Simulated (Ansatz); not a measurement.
Reaction (cleavage of the Si–Si bond): `O[SiH](F)[SiH2][SiH3]` + `[CH3][AlH][OH]` → `[CH3][AlH][O][SiH3]` + `O[SiH](F)[SiH3]`

Calculated with Ansatz (gas phase, PBE0-D4/def2-TZVP geometries, no zero-point term in ΔE). CCSD(T)/CBS is the MP2 limit (def2-TZVPP, def2-QZVPP) plus CCSD(T) − MP2 in def2-TZVPP, frozen cores. DFT in def2-TZVPP. One conformer a species, not always the lowest.

```json
{"level": "revPBE-D4", "ΔE (kcal/mol)": "-17.1"}
{"level": "ωB97X-V", "ΔE (kcal/mol)": "-23.6"}
{"level": "ωB97M-V", "ΔE (kcal/mol)": "-24.3"}
{"level": "B2PLYP", "ΔE (kcal/mol)": "-25.4"}
{"level": "PBE-QIDH", "ΔE (kcal/mol)": "-23.0"}
{"level": "MP2/def2-SVP", "ΔE (kcal/mol)": "-24.3"}
{"level": "HF/def2-TZVPP", "ΔE (kcal/mol)": "-32.3"}
{"level": "CCSD/CBS(def2)", "ΔE (kcal/mol)": "-25.0"}
```

**Question.** What does CCSD(T)/CBS give? (Best estimate.)

**Answer.** Computed: -23.8 kcal/mol. The listed levels differ from it by 6.7, 0.2, -0.5, -1.6, 0.8, -0.5, -8.5, -1.2 kcal/mol.

Largest T1 diagnostic among the species: 0.013.

Leaving LDA and LC-ωPBE aside and taking each functional with its dispersion term where it has one, the values, not all of them listed here, spread over 10.1 kcal/mol, from BHLYP-D4 to PBE-D4. The D4 term adds +0.7 kcal/mol with B3LYP and +0.4 kcal/mol with PBE0; it sums over pairs of atoms, weighted by their polarisabilities, and B3LYP, whose exchange is more repulsive, gets the larger term. From r2SCAN to r2SCAN0 (25 % exact exchange), in def2-TZVPP and without D4, ΔE moves by −1.2 kcal/mol.

B3LYP here is the variant with VWN-RPA as its local correlation; programs differ in this.
